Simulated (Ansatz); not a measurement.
Relaxation of CH₄B₂Cl (8 atoms, charge -1, multiplicity 1), to a largest force component of 0.015 eV/Å in at most 40 steps.

Theory: RKS PBE-D4/def2-SVP (Ansatz 0.2.0).

```xyz
8
Properties=species:S:1:pos:R:3
B -0.325 1.374 -0.219
B -0.125 -0.233 -0.331
C 0.488 -1.121 0.631
Cl -0.754 -1.124 -1.895
H -0.829 2.084 -1.034
H 0.040 1.979 0.744
H 0.893 -0.761 1.575
H 0.612 -2.198 0.530
```

Question: Where does it end, and by what steps?

Answer: It converged. Limits of this set-up: an anion without diffuse functions, the dipole of an ion depends on the origin. After 6 steps the energy has fallen by 0.122 eV; H7 moved furthest, 0.11 Å.

```tsv
step	energy less start (eV)	largest force component (eV/Å)	accepted
0	0.0000	0.941	yes
1	-0.1082	0.347	yes
2	-0.1203	0.114	yes
3	-0.1203	0.085	yes
4	-0.1154	0.228	no
5	-0.1221	0.037	yes
6	-0.1225	0.014	yes
```

```xyz
8
Properties=species:S:1:pos:R:3
B -0.322 1.361 -0.215
B -0.152 -0.289 -0.401
C 0.489 -1.116 0.636
Cl -0.781 -1.154 -1.967
H -0.837 2.147 -1.022
H 0.090 1.917 0.812
H 0.871 -0.653 1.567
H 0.644 -2.214 0.591
```

Whether the end is a true minimum wasn't checked by a vibrational analysis.

The run took 17 s on 1 thread of Arm Neoverse V1 (shared host), peak memory 0.14 GiB.
